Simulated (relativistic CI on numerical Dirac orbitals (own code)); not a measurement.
## How well does a small relativistic CI reproduce Ne VII?

Computed by Dirac-Coulomb-Breit CI, separate exchange-only KLI orbitals for each configuration, model QED, valence Slater integrals scaled by 0.9, P86 correlation estimate, and configurations built on the next ion tied to the tabulated ionisation energy (semi-empirical) (own radial code, finite nucleus).

Configuration list (outside the closed core 1s2): 2s2, 2s 3s, 2s 3p, 2s 2p, 2s 3d, 2s 4s, 2p2, 2p 3s, 2p 3p, 2s 4p, 2s 4d, 2s 4f, 3s2, 3s 3p, 3p2. Levels of other configurations are missing.

```tsv
Configuration	Term (tabulated)	J	Measured (cm⁻¹)	Computed	Error	Purity (%)
2s2	1S	0	0.0	0	0	95
2s 2p	1P°	1	214952.0	217142	2190	100
2s 3s	1S	0	998250.0	996869	-1381	96
2s 3p	1P°	1	1025690.0	1029632	3942	90
2s 3d	1D	2	1071900.0	1073716	1816	98
2p 3p	3P	0	1172000.0	1172370	370	100
2p 3p	1S	0	1193000.0	1208141	15141	93
2s 4s	1S	0	1307080.0	1310814	3734	97
2s 4p	1P°	1	1319870.0	1322839	2969	99
2s 4d	1D	2	1333920.0	1335413	1493	100
```

Measured levels from NIST levels in Podobedova, Fuhr, Reader and Wiese, J. Phys. Chem. Ref. Data 33, 525 (2004); pairs were made by configuration, J and term (by order where the table uses no LS term), so strongly mixed levels may be paired wrongly.

Mean error by configuration (cm⁻¹): 2s 2p 2190; 2s 3s -1381; 2s 3p 3942; 2s 3d 1816; 2p 3p 7755; 2s 4s 3734; 2s 4p 2969; 2s 4d 1493. Over the excited levels the mean absolute error is 3671 cm⁻¹ (9 of the 9 excited levels that our extract of the source holds in range could be paired), and the median relative error of those above 1,000 cm⁻¹ is 0.22 %.
